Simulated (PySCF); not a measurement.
# From computed data to an observable: chemical shift, span and skew from a shielding tensor

Ga(Me)3 (C₃H₉Ga), SMILES [CH3][Ga]([CH3])[CH3]. Atoms are numbered in the order given.

```xyz
13

Ga    -0.0003     0.0013     0.0007
C     -1.3732    -1.4265    -0.1740
H     -1.2790    -1.9057    -1.1646
H     -2.3899    -1.0024    -0.1239
H     -1.2784    -2.2104     0.5926
C     -0.1666     1.6751    -1.0597
H      0.7908     1.9319    -1.5428
H     -0.4146     2.5126    -0.3837
H     -0.9493     1.6188    -1.8313
C      1.5404    -0.2511     1.2322
H      2.2047     0.6251     1.2772
H      2.1378    -1.1219     0.9104
H      1.1837    -0.4740     2.2522
```

Geometry: B3LYP-D3(BJ)/def2-SVP. The isomer is the one that the SMILES or the coordinates give; other isomers of the formula were not compared.

GIAO shieldings from PBE/pcSseg-1 run with PySCF, non-relativistic, no solvent. The symmetric part of the tensor of C2 has the principal values 158.7, 183.7, 190.5 ppm. The same nucleus in TMS has σ = 182.0 ppm at this level (PySCF, at its B3LYP-D3(BJ)/def2-TZVP geometry).

Task: Work out the isotropic shielding, the ¹³C shift against TMS, the span and the skew.

Result: 
σ(iso) = (σ11 + σ22 + σ33)/3 = 177.6 ppm. δ = σ(ref) − σ(iso) = 182.0 − (177.6) = 4.4 ppm.
Span Ω = σ33 − σ11 = 31.8 ppm. Skew κ = 3(σ(iso) − σ22)/Ω = -0.57. Tumbling in solution averages the tensor to δ; in a static solid the shielding alone would spread this spin-1/2 line over Ω.
